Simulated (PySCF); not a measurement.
# Interval between two levels of Mg by level of theory

Mg [Ne] 3s2 → Mg [Ne] 3s1 3p1 [3P2, M_J = 2], as a difference of total energies. All numbers are calculated (PySCF 2.14, the two-component X2C-1e Hamiltonian, in x2c-TZVPall-2c (5s5p3d, 35 functions)). Correlated levels: [Ne] frozen. "Screened" scales the spin-orbit matrix elements by Boettger's factors to mimic the two-electron term; Breit and QED terms are absent.

```json
{"method": "GHF (spin-free)", "interval between two levels (cm⁻¹)": "15108", "error (cm⁻¹)": "-6803"}
{"method": "GMP2 (spin-free)", "interval between two levels (cm⁻¹)": "19267", "error (cm⁻¹)": "-2644"}
{"method": "GHF (screened spin-orbit)", "interval between two levels (cm⁻¹)": "15131", "error (cm⁻¹)": "-6780"}
{"method": "GMP2 (screened spin-orbit)", "interval between two levels (cm⁻¹)": "19289", "error (cm⁻¹)": "-2622"}
```

Reference: 21911 cm⁻¹ (measured; NIST Handbook of Basic Atomic Spectroscopic Data (Sansonetti and Martin, J. Phys. Chem. Ref. Data 34, 1559 (2005))).

Errors of the correlated levels include the incompleteness of this basis and the frozen core.

The labels give the starting determinants; with spin-orbit coupling the two ends relaxed to ⟨J²⟩ = 0.00, ⟨L²⟩ = 0.00, ⟨S²⟩ = 0.00 and ⟨J²⟩ = 6.01, ⟨L²⟩ = 2.01, ⟨S²⟩ = 2.00.
